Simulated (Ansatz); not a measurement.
Reaction (formal exchange of groups at the Si–S bond): `O[SiH](O)S[SiH3]` + `C[SiH2]O` → `C[SiH](O)[SiH](O)O` + `[SiH3]S`

Isolated molecules relaxed with PBE0-D4/def2-TZVP in Ansatz; ΔE leaves out vibrations. CCSD(T)/CBS adds triple-zeta CCSD(T) − MP2 to the extrapolated MP2 energy (def2 sets, frozen cores). This one scheme is used for every species. Functionals use def2-TZVPP. One conformer a species, not always the lowest.

Task: Is it downhill or uphill in electronic energy at CCSD(T)/CBS, and by how much? (Estimate.)

Result: Ansatz gave: Uphill: ΔE = +93.7 kJ/mol.

Task: What do these levels give: PBE-D4, ωB97X-V, ωB97M-V, B2PLYP, PBE, PBE0, MP2/def2-TZVPP, SCS-MP2/def2-TZVPP, CCSD/def2-TZVPP, HF/def2-QZVPP, MP2/CBS(def2), CCSD/CBS(def2)? (Best estimate.)

Result: Ansatz gave: PBE-D4 79.9, ωB97X-V 88.0, ωB97M-V 95.0, B2PLYP 91.6, PBE 79.1, PBE0 85.7, MP2/def2-TZVPP 101.6, SCS-MP2/def2-TZVPP 98.2, CCSD/def2-TZVPP 90.8, HF/def2-QZVPP 100.7, MP2/CBS(def2) 104.3, CCSD/CBS(def2) 93.5 kJ/mol.

Largest T1 diagnostic among the species: 0.012.

From PBE to PBE0 (25 % exact exchange), in def2-TZVPP and without D4, ΔE moves by +6.6 kJ/mol.
